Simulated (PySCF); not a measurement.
# H₄TeO: from structure and modes to constants

All numbers come from PBE0/[Te def2-TZVP with ECP28, O def2-TZVP, H def2-TZVP], scalar-relativistic core potentials, density fitting, no spin–orbit coupling, PySCF.

The singlet minimum has C2v symmetry. Masses (u): Te 129.90622, O 15.99492, H 1.00782.

```xyz
6
charge 0 multiplicity 1, angstrom
Te    0.0000    0.0000   -0.1762
O     0.0000    0.0000    1.6231
H     1.3216    0.0000   -1.2464
H     0.0000    1.7270   -0.2597
H    -1.3216    0.0000   -1.2464
H     0.0000   -1.7270   -0.2597
```

Harmonic wavenumbers (cm⁻¹): 327.6 (b2, ×1), 604.0 (a1, ×1), 648.6 (b1, ×1), 817.1 (b2, ×1), 851.4 (a1, ×1), 916.9 (a1, ×1), 1049.5 (b1, ×1), 1109.9 (a2, ×1), 1815.7 (b1, ×1), 1828.9 (a1, ×1), 1950.9 (b2, ×1), 1978.7 (a1, ×1).

**Question.** Find the principal moments of inertia and the rotational constants. What kind of rotor is it?

**Answer.** About the centre of mass I = 9.5324, 52.961, 55.452 u Å². With B = 16.8576/I this gives 1.768, 0.3183, 0.304 cm⁻¹. The molecule is an asymmetric top with κ = -0.98.

**Question.** Find the vibrational entropy and heat capacity at 298.15 K.

**Answer.** With u = 1.43878 ω/T, each mode gives S = R[u/(eᵘ−1) − ln(1−e⁻ᵘ)] and C = R u² eᵘ/(eᵘ−1)².
```tsv
ω (cm⁻¹)	u	S (J/(mol K))	C (J/(mol K))
327.6	1.581	5.32	6.78
604.0	2.915	1.85	4.28
648.6	3.130	1.56	3.89
817.1	3.943	0.81	2.61
851.4	4.108	0.71	2.38
916.9	4.425	0.55	2.00
1049.5	5.065	0.32	1.36
1109.9	5.356	0.25	1.14
1815.7	8.762	0.01	0.10
1828.9	8.826	0.01	0.10
1950.9	9.414	0.01	0.06
1978.7	9.549	0.01	0.05
```
The sums over all modes are S = 11.4 and C = 24.8 J/(mol K); the softest mode gives 47 % of the entropy.

This need not be the most stable arrangement of these atoms.
